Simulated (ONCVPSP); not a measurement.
**What one change does to a pseudopotential (Sr (Z = 38), ONCV)**

```json
{
  "Element": "Sr (Z = 38)",
  "Generator": "ONCVPSP 4.0.1",
  "Type": "optimised norm-conserving Vanderbilt (ONCV)",
  "Functional": "PBE",
  "Relativity": "scalar-relativistic",
  "Frozen core": "[Ar] 3d10",
  "Valence charge": "10",
  "Reference configuration": "4s2 4p6 5s2",
  "Partial waves": "4s+5s: rc 1.85 bohr, ncon 3, nbas 7, qcut 5.4 1/bohr, 2 projectors; 4p: rc 2.20 bohr, ncon 3, nbas 6, qcut 7.9 1/bohr, 2 projectors, debl 1.5 Ha; d scattering state at 0.31 Ha: rc 1.85 bohr, ncon 4, nbas 8, qcut 4.6 1/bohr, local",
  "Local potential": "the d channel",
  "Core correction": "Teter function, fcfact 4.75, rcfact 1.25"
}
```

In the d channel the program set the typed energies aside and used 0.050 Ha.

Change: all radii but the core radius scaled by about 1.07 (s 1.98, p 2.34, d 1.98 bohr).

Cutoffs: the cutoffs (Ha) at which the residual kinetic energy of the hardest occupied pseudo-wave falls to 1 and 0.1 mHa per electron; they do not see the model core or the augmentation charge, which bear on the density cutoff. Errors are all-electron minus pseudo energies relative to the spin-unpolarised reference configuration.

Problem. Predict the effect on cutoff, ghosts and configuration errors.

Solution. The potential gets softer (11 Ha and 16 Ha → 10 Ha and 14 Ha); the bound ghost in p disappears; the errors of the 4 common tests hardly move. A larger radius leaves more room for a smooth pseudo-wave, so fewer plane waves are needed.

| quantity | base | changed |
| --- | --- | --- |
| cutoff, loose | 11 Ha | 10 Ha |
| cutoff, tight | 16 Ha | 14 Ha |
| loose cutoff by channel | s 11 Ha, p 10 Ha | s 10 Ha, p 7.5 Ha |
| bound ghosts | p | none |
| GHOST(+) flags under 300 eV | none | s at 299.3 eV |
| error for 4s2 4p6 5s1, meV [ΔE 5.89 eV] | -0.6 | -0.6 |
| error for 4s2 4p6 5s0, meV [ΔE 16.89 eV] | -2.5 | -2.7 |
| error for 4s2 4p6 5s1.5, meV [ΔE 2.34 eV] | -0.2 | -0.2 |
| error for 4s2 4p6 4d1 5s0, meV [ΔE 7.65 eV] | -9.4 | -10 |
| rms error of d²Exc/dni dnj with the model core, mHa | 0.60 | 0.72 |

 A true bound ghost makes a file unfit for plane-wave use even where its test errors are small: the radial tests pick states by their node count and pass the ghost by.
